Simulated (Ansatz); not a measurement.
A nudged elastic band was laid between two geometries of Cl2GeH2 + H4Si (10 atoms, charge 0, multiplicity 1).

The calculation used RKS PBE0/def2-SVP in Ansatz.

```
movable images  : 7
climbing image  : yes
spring          : 5.0 eV/Å²
optimiser       : quadratic models (default)
start path      : straight line
force threshold : 0.03 eV/Å
iteration limit : 60
end points      : relaxed
```

Image 0:

```xyz
10
Properties=species:S:1:pos:R:3
Ge -0.417 -0.664 -0.144
Cl -0.622 -1.257 1.913
H 1.073 -0.499 -0.455
Cl -1.364 1.256 -0.382
H -1.179 -1.669 -1.012
Si 1.440 3.019 1.344
H 2.584 3.684 2.037
H 1.807 2.791 -0.086
H 0.234 3.892 1.426
H 1.166 1.708 2.004
```

Image 8:

```xyz
10
Properties=species:S:1:pos:R:3
Ge 0.319 0.410 -0.351
Cl 0.452 -0.047 3.122
H 1.349 -0.708 -0.126
Cl 0.221 0.707 -2.512
H -1.084 -0.071 0.062
Si 0.934 2.507 0.625
H 2.248 2.394 1.324
H 1.029 3.528 -0.460
H -0.110 2.937 1.606
H -0.634 0.604 3.356
```

(1) What changes between the two ends?

(2) What energy profile does the band end with?

(3) What is the geometry of the highest image?

Answers

(1) Bonds broken: Ge1–Cl2, Si6–H10. Bonds formed: Ge1–Si6, Cl2–H10. Cl2GeH2 + H4Si becomes ClGeH5Si + ClH.

(2) The run converged. The highest image is number 4 of 0 to 8, 50.7 kcal/mol above the first end and 38.3 kcal/mol above the last; the last end lies 12.4 kcal/mol above the first. Neighbouring images differ by up to 1.6 eV, so the band resolves the path poorly. Another band between the same ends (7 images) ends at a top of the same energy, where a vibrational analysis finds 1 clearly imaginary mode. The orbitals stay closed-shell, which can raise the energy where a bond breaks towards radicals; this wasn't checked here.

```csv
image,path coordinate (Å),energy (kcal/mol),Ge1–Cl2 (Å),Si6–H10 (Å),Ge1–Si6 (Å)
0,0.00,0.0,2.15,1.49,4.39
1,1.65,0.1,2.15,1.49,4.86
2,3.30,0.7,2.15,1.49,4.71
3,4.95,17.3,2.19,1.48,3.73
4,6.59,50.7,2.57,1.73,2.71
5,8.23,13.8,3.36,2.73,2.39
6,9.86,12.5,3.61,4.20,2.38
7,11.49,12.5,3.58,4.39,2.39
8,13.12,12.4,3.51,3.68,2.39
```

(3) 
```xyz
10
Properties=species:S:1:pos:R:3:forces:R:3
Ge 0.052 0.149 0.075 0.00 0.00 0.00
Cl 0.908 -0.708 2.346 0.00 0.00 0.00
H 1.148 -0.674 -0.580 0.00 0.00 0.00
Cl -0.468 1.535 -1.608 0.00 0.00 0.00
H -1.338 -0.295 0.500 0.00 0.00 0.00
Si 0.845 2.547 1.058 0.00 0.00 0.00
H 1.459 2.736 2.406 0.00 0.00 0.00
H 1.807 2.876 -0.022 0.00 0.00 0.00
H -0.473 3.222 0.969 0.00 0.00 0.00
H 0.782 0.872 1.502 0.00 0.00 0.00
```

Time of the run: 7.2 min on 4 threads of Arm Neoverse V1, on a shared host, peak memory 0.32 GiB.
